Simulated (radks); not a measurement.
Numerical settings for the arsenic ion As+, [Ar] 3d10 4s2 4p2. Calculated with a radial shooting solver on a logarithmic mesh with Libxc functionals: scalar-relativistic Kohn-Sham, r2SCAN, spin-polarised, spherical densities, finite nucleus; open shells are filled with parallel spins first; meta-GGA in the generalised Kohn-Sham scheme; Fermi nuclear charge, rms radius 4.0968 fm. The defaults (mesh step 0.008 in ln r, mesh end at 40 bohr or more with all orbitals vanishing there, Anderson mixing 0.5 over 9 steps, residual threshold near 1e-9 with the energy settled to 1e-9 hartree or 1e-11 of itself, here a cap of 94 iterations) give E = -2260.870 hartree and 4p at -14.434 eV in 14 iterations. Run on one thread of a shared host, so times are rough (Intel(R) Xeon(R) 6975P-C): 0.14 s of CPU time, 0.14 s wall, 14 iterations on 2259 mesh points. Changes against that run (0 stands for a change within the tolerance of the run):

| setting | iterations | converged | E (mhartree) | e(4p) (meV) | CPU (s) |
|---|---|---|---|---|---|
| mesh step in ln r 0.08 | 11 | no | diverged | - | 0.04 |
| mesh step in ln r 0.03 | 12 | yes | -0.042 | 0 | 0.04 |
| mesh step in ln r 0.2 | 5 | no | diverged | - | 0.01 |
| mesh end (bohr) 5 | 14 | yes | +27.6 | +790 | 0.13 |
| mesh end (bohr) 1 | 11 | level above zero | +1.18e+05 | +6.55e+05 | 0.09 |
| residual threshold 1e-13 | 94 | no | 0 | 0 | 0.47 |
| residual threshold 0.1 | 10 | yes | 0 | +0.17 | 0.11 |
| mixing 1.5 | 13 | yes | 0 | -0.0102 | 0.13 |
| linear mixing, mixing 0.5 | 22 | yes | 0 | +0.0134 | 0.19 |
| linear mixing, mixing 1 | 18 | no | diverged | - | 0.39 |
| mixing history 2 | 18 | yes | 0 | +0.0121 | 0.16 |
| iteration cap 3 | 3 | no | +46.6 | -921 | 0.04 |

Settled on a wrong energy, with an occupied level pushed above zero by the early mesh end: mesh end (bohr) 1 (+118 hartree). Apart from these: settings that end as converged yet miss the energy by more than 1 mhartree: mesh end (bohr) 5 (+0.0276 hartree). A mesh that ends early acts as a hard wall.
